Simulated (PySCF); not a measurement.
A calculated (LDA, PySCF 2.14, x2c-TZVPPall, the spin-free X2C one-electron Hamiltonian (Gaussian nucleus)) atom or ion has these occupied shells.

```json
{"shell": "1s α", "electrons": "1", "orbital energy (eV)": "-4868.6", "rms radius, mean of both spins (bohr)": "0.0805"}
{"shell": "1s β", "electrons": "1", "orbital energy (eV)": "-4868.6", "rms radius, mean of both spins (bohr)": "0.0805"}
{"shell": "2s α", "electrons": "1", "orbital energy (eV)": "-551.44", "rms radius, mean of both spins (bohr)": "0.354"}
{"shell": "2s β", "electrons": "1", "orbital energy (eV)": "-550.82", "rms radius, mean of both spins (bohr)": "0.354"}
{"shell": "2p α", "electrons": "3", "orbital energy (eV)": "-460.04", "rms radius, mean of both spins (bohr)": "0.322"}
{"shell": "2p β", "electrons": "3", "orbital energy (eV)": "-459.55", "rms radius, mean of both spins (bohr)": "0.322"}
{"shell": "3s α", "electrons": "1", "orbital energy (eV)": "-78.925", "rms radius, mean of both spins (bohr)": "1.08"}
{"shell": "3s β", "electrons": "1", "orbital energy (eV)": "-77.159", "rms radius, mean of both spins (bohr)": "1.08"}
{"shell": "3p α", "electrons": "3", "orbital energy (eV)": "-55.416", "rms radius, mean of both spins (bohr)": "1.18"}
{"shell": "3p β", "electrons": "3", "orbital energy (eV)": "-53.678", "rms radius, mean of both spins (bohr)": "1.18"}
{"shell": "3d α", "electrons": "2", "orbital energy (eV)": "-20.768", "rms radius, mean of both spins (bohr)": "1.60"}
```

(1) Name the element and its charge.

## Answers

(1) Ti(2+) (titanium, charge +2), in [Ar] 3d2, high-spin 3F determinant.
